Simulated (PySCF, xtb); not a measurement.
Bi(F)2(OMe) (CH3BiF2O), SMILES C[O][Bi]([F])[F].

GFN2-xTB (xtb) at its own geometry gives an orbital gap of 5.99 eV and a dipole moment of 5.48 D.

Geometry optimised at B3LYP-D3(BJ)/def2-SVP. The def2 effective core potentials stand for the cores of Bi; spin–orbit coupling is left out. Other conformers were not sampled.

What does PySCF with ωB97X/def2-TZVP give? (An estimate is asked for; the answer gives what the named calculation found.)

gap 10.85 eV (levels -10.58 and 0.27 eV), dipole 3.71 D.
